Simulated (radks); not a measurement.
Tb LVII, configuration [He] 2s2 2p5. Method: scalar-relativistic Kohn-Sham, r2SCAN, spin-polarised, spherical densities, finite nucleus; open shells are filled with parallel spins first (spin-orbit coupling, left out, can overturn this in heavy ions); meta-GGA in the generalised Kohn-Sham scheme; Fermi nuclear charge, rms radius 5.06 fm; computed with a radial shooting solver on a logarithmic mesh with Libxc functionals.

Local quantities along the radius. ELF = 1/(1 + alpha^2) is the electron localisation function; alpha = (tau - tau_W)/tau_unif compares the Pauli kinetic energy density with that of the uniform gas (summed over spins). tau is taken from the large components.

| r (bohr) | ELF | alpha |
|---|---|---|
| 0.001124 | 1.000 | 0.01707 |
| 0.001362 | 1.000 | 0.01753 |
| 0.00165 | 1.000 | 0.01825 |
| 0.001999 | 1.000 | 0.01931 |
| 0.002403 | 1.000 | 0.02073 |
| 0.002911 | 0.999 | 0.02279 |
| 0.003528 | 0.999 | 0.02568 |
| 0.00424 | 0.999 | 0.02958 |
| 0.005138 | 0.999 | 0.03540 |
| 0.006225 | 0.998 | 0.04405 |
| 0.007543 | 0.997 | 0.05736 |
| 0.009067 | 0.994 | 0.07765 |
| 0.01099 | 0.987 | 0.1130 |
| 0.01331 | 0.970 | 0.1758 |
| 0.016 | 0.924 | 0.2858 |
| 0.01939 | 0.801 | 0.4990 |
| 0.02349 | 0.569 | 0.8706 |
| 0.02846 | 0.353 | 1.353 |
| 0.03421 | 0.283 | 1.593 |
| 0.04146 | 0.361 | 1.329 |
| 0.05023 | 0.565 | 0.8779 |
| 0.06038 | 0.746 | 0.5829 |
| 0.07316 | 0.842 | 0.4327 |
| 0.08864 | 0.871 | 0.3841 |
| 0.1074 | 0.855 | 0.4111 |
| 0.1291 | 0.782 | 0.5275 |
| 0.1564 | 0.582 | 0.8472 |
| 0.1895 | 0.246 | 1.750 |
| 0.2278 | 0.044 | 4.635 |
| 0.2761 | 0.003 | 18.07 |

On this mesh the ELF has minima near r = 0.034 bohr, which separate the shells, and maxima near 0.089 (0.87).
